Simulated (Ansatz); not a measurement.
Cost and result for the atomization energy of CH$_{3}$BSe (`B1C[Se]1`) (6 atoms, 6 bonds).

Total charge 0; spin multiplicity 1. Correlated methods include outer-core shells of Se, which these sets cover unevenly. Scalar relativity is left out up to krypton. Geometry: relaxed with PBE0-D4/def2-TZVP. Program: Ansatz. All runs use 2 threads of an AMD EPYC 7B13 on a shared host. Times are those of one run each, without the atoms' runs, and a repeat can differ threefold. Electronic energies, without spin–orbit coupling; frozen cores. CCSD(T)/CBS adds CCSD(T) − MP2 in def2-TZVPP to the MP2 limit, and its time is that of the two runs behind it. T1 = 0.015. With those shells the extrapolation isn't a true limit. B3LYP takes the VWN-RPA correlation (the form of Gaussian; ORCA's B3LYP/G). HSE06 is the plane-wave form, built on full-range PBE exchange.

CCSD(T)/CBS is a level of theory with its own doubt, some kJ/mol a heavy atom from the limit and from the frozen cores, so smaller differences don't rank the functionals.

```csv
level,functions,wall time,atomization (kcal/mol),difference from CCSD(T)/CBS,per bond
BLYP-D4/def2-TZVPP,152,1.3 s,509.8,0.2,0.0
PBE-D4/def2-TZVPP (with forces),152,1.6 s,525.7,16.1,2.7
HSE06-D4/def2-TZVPP,152,1.8 s,516.4,6.8,1.1
CAM-B3LYP-D4/def2-TZVPP,152,1.9 s,509.1,-0.5,-0.1
CCSD(T)/def2-SVP,75,1.9 s,482.9,-26.7,-4.4
B3LYP-D4/def2-TZVPP (with forces),152,2.2 s,510.2,0.6,0.1
r2SCANh-D4/def2-TZVPP,152,2.6 s,513.4,3.8,0.6
B2PLYP/def2-TZVPP,152,2.9 s,506.0,-3.6,-0.6
B97M-V/def2-TZVPP,152,4.9 s,514.3,4.7,0.8
ωB97M-V/def2-TZVPP (with forces),152,5.5 s,509.8,0.2,0.0
MP2/def2-QZVPP,293,10 s,515.2,5.6,0.9
CCSD(T)/def2-TZVPP,152,22 s,496.3,-13.3,-2.2
CCSD(T)/CBS(def2),–,32 s,509.6,0.0,0.0
```

In def2-TZVPP, CCSD(T) changes the Hartree–Fock value by +123.9 kcal/mol (the triples alone add +9.8 kcal/mol) and MP2 by +135.1 kcal/mol; breaking electron pairs costs correlation energy, which Hartree–Fock lacks. At CCSD(T), def2-SVP lies −26.7 kcal/mol from the extrapolated value and def2-TZVPP −13.3 kcal/mol: correlation converges slowly with the basis, and small sets miss more of it in the bonded molecule than in its fragments. Leaving LDA and LC-ωPBE aside and taking each functional with its dispersion term where it has one, the values, not all of them listed here, spread over 30.7 kcal/mol, from BHLYP-D4 to PBE-D4. LDA lies +65.0 kcal/mol from PBE without D4, its usual overbinding.
